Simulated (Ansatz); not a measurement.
Isolated molecules relaxed with PBE0-D4/def2-TZVP in Ansatz; ΔE leaves out vibrations. CCSD(T)/CBS adds triple-zeta CCSD(T) − MP2 to the extrapolated MP2 energy (def2 sets, frozen cores). This one scheme is used for every species. Functionals use def2-TZVPP. Each species was taken in one conformer, which may not be the lowest.

Reaction (ligand exchange at a B–O bond): `OBOBF` + `N#CO` → `N#COBO` + `OBF`

`OBOBF`:

```xyz
8

O     1.495    0.463    0.463
B     0.834   -0.481   -0.243
O    -0.445   -0.221   -0.641
B    -1.536    0.354   -0.103
F    -1.691    0.386    1.214
H     2.396    0.211    0.677
H     1.344   -1.515   -0.567
H    -2.397    0.801   -0.798
```

`N#CO`:

Cartesian coordinates in Å:
```
N -0.183 -1.287 -0.960
C -0.077 -0.451 -0.174
O 0.027 0.437 0.756
H 0.234 1.302 0.377
```

`N#COBO`:

```xyz
7

N    -1.681    0.805    2.156
C    -1.223    0.230    1.268
O    -0.757   -0.449    0.285
B     0.397   -0.055   -0.395
O     0.749   -0.871   -1.393
H     0.974    0.935   -0.064
H     1.542   -0.596   -1.857
```

`OBF`:

```xyz
5

O    -0.761   -0.622    0.206
B     0.348    0.138    0.174
F     0.613    0.895   -0.889
H    -1.299   -0.547   -0.590
H     1.100    0.136    1.099
```

```
             level  ΔE (eV)
       LDA (SPW92)    -0.18
            B2PLYP    -0.18
              PBE0    -0.17
CCSD(T)/def2-TZVPP    -0.19
```

(1) What does CCSD(T)/CBS give? (Best estimate.)

(2) What do rigid-rotor, harmonic-oscillator terms from PBE0-D4/def2-TZVP frequencies (298.15 K, 1 bar) make of the CCSD(T)/CBS value? (Best estimate.)

Largest T1 diagnostic among the species: 0.015.

## Answers

(1) Computed: -0.17 eV. The listed levels differ from it by -0.01, -0.01, 0.00, -0.02 eV.

(2) Computed: ΔZPE = +0.03 eV, ΔH = -0.16 eV, ΔS = -10 J/(mol·K), ΔG = -0.13 eV.

Leaving LDA and LC-ωPBE aside and taking each functional with its dispersion term where it has one, the values, not all of them listed here, spread over 0.03 eV, from B2PLYP to BHLYP-D4. In def2-TZVPP, CCSD(T) changes the Hartree–Fock value by −0.04 eV (the triples alone add −0.01 eV) and MP2 by −0.06 eV.
